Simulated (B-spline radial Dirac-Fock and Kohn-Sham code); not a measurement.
# Satellites and hypersatellites of the K lines of In²⁺

System: indium as In²⁺, configuration [Kr] 4d10 5s1.

Input of the calculation (task.json; shells as n, l, electrons):

```json
{"items": [{
  "Z": 49,
  "q": 2,
  "cfg": [[1, 0, 2], [2, 0, 2], [2, 1, 6], [3, 0, 2], [3, 1, 6], [3, 2, 10], [4, 0, 2], [4, 1, 6], [4, 2, 10], [5, 0, 1]],
  "A": 115,
  "rrms": 4.6156,
  "do": ["binding", "quiet", "double"]
}]}
```

Launch: `python xray_run.py task.json out`

Method: relaxed Dirac-Fock hole states (ΔSCF) with Breit and QED corrections and a finite nucleus. Computed with a B-spline atomic structure program. Each two-hole energy is an average over J within one jj subconfiguration, not an observable level; in light atoms, where LS coupling holds, the j-resolved values are not observed lines, and for a K spectator the Kα1 hypersatellite is nearly forbidden. The model has no electron correlation.

Lines without a spectator: Kα2 (K-L2) 24000.1 eV, Kα1 (K-L3) 24208.1 eV, Kβ3 (K-M2) 27233.7 eV, Kβ1 (K-M3) 27272.1 eV. Shifts in eV with one spectator hole (a dash: not computed, or left out as unreliable):

| spectator hole | Kα2 | Kα1 | Kβ3 | Kβ1 |
| --- | --- | --- | --- | --- |
| L2 (2p1/2) | +61.8 | +77.9 | – | +164.8 |
| L3 (2p3/2) | +60.7 | +60.8 | +146.3 | – |
| M2 (3p1/2) | – | +8.91 | +19.84 | +24.14 |
| M3 (3p3/2) | +6.62 | – | +20.52 | +19.95 |
| M4 (3d3/2) | +1.18 | -1.40 | – | – |
| M5 (3d5/2) | -1.86 | +0.02 | – | – |

**Question.** Where does the K-L3 hypersatellite lie, emitted when both K electrons are missing?

**Answer.** +579.7 eV from the normal line, at 24787.8 eV. Removing both K electrons costs 56715.5 eV, which is 781.6 eV more than twice the K binding energy.

With n spectator holes in 2p, averaged over the 2p shell (energies in eV):

```csv
n,KαLⁿ,step,hypersatellite KαʰLⁿ
0,24138.8,–,24712.7
1,24204.2,+65.4,24779.6
2,24270.8,+66.7,24847.7
3,24338.7,+67.9,24917.1
4,24407.9,+69.2,24987.7
5,24478.3,+70.4,25059.7
```
